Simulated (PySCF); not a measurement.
# Which determinant of ZnP lies lowest?

Unrestricted PBE0; basis Zn def2-SVP, P def2-SVP; no relativity; PySCF 2.14. Outer shells of the fragments: Zn 3d10 4s2; P 3s2 3p3.

Followed along the bond (rough minima from three points):

| 2Ms+1 | unpaired | ⟨S²⟩ at the start | R at minimum (Å) | Te (eV) |
| --- | --- | --- | --- | --- |
| 4 | σ ↑, π ↑↑ | 3.76 | 2.47 | 0.00 |
| 2 | σ ↓, π ↑↑ | 1.76 | 2.41 | 0.29 |
| 2 | σ ↑, π ↑↓ | 1.76 | 2.43 | 0.51 |
| 2 | π ↑ | 0.77 | 2.19 | 0.55 |

Solutions found at the starting distance of 2.255 Å, counted from the lowest of them; the search is not exhaustive and high or unbound solutions are not listed, so other states can lie among these:

```json
{"2Ms+1": "4", "unpaired": "σ ↑, π ↑↑", "term": "⁴Σ⁻", "E (eV)": "0.00", "⟨S²⟩": "3.76", "⟨Lz²⟩": "0.00", "μ (D)": "-1.23"}
{"2Ms+1": "2", "unpaired": "σ ↓, π ↑↑", "term": "mixed", "E (eV)": "0.25", "⟨S²⟩": "1.76", "⟨Lz²⟩": "0.00", "μ (D)": "-1.47"}
{"2Ms+1": "2", "unpaired": "π ↑", "term": "²Π", "E (eV)": "0.46", "⟨S²⟩": "0.77", "⟨Lz²⟩": "1.01", "μ (D)": "-4.49"}
{"2Ms+1": "2", "unpaired": "σ ↑, π ↑↓", "term": "mixed", "E (eV)": "0.48", "⟨S²⟩": "1.76", "⟨Lz²⟩": "2.02", "μ (D)": "-1.33"}
{"2Ms+1": "2", "unpaired": "σ ↑", "term": "mixed", "E (eV)": "1.64", "⟨S²⟩": "0.75", "⟨Lz²⟩": "2.00", "μ (D)": "-1.24"}
{"2Ms+1": "4", "unpaired": "σ ↑↑, π ↑", "term": "⁴Π", "E (eV)": "2.34", "⟨S²⟩": "3.75", "⟨Lz²⟩": "1.01", "μ (D)": "-2.70"}
{"2Ms+1": "2", "unpaired": "π ↑", "term": "²Π", "E (eV)": "3.69", "⟨S²⟩": "0.75", "⟨Lz²⟩": "1.01", "μ (D)": "4.51"}
{"2Ms+1": "4", "unpaired": "π ↑↑↑", "term": "⁴Π", "E (eV)": "4.33", "⟨S²⟩": "3.77", "⟨Lz²⟩": "1.00", "μ (D)": "-2.08"}
```

A term symbol is given only where ⟨S²⟩ and ⟨Lz²⟩ are close to those of a pure state; real π, δ and φ orbitals otherwise mix terms. A positive dipole means Zn(−)P(+).

Counting both spins, an empty level lies below a filled one in some of these solutions, because spin and occupation are held.
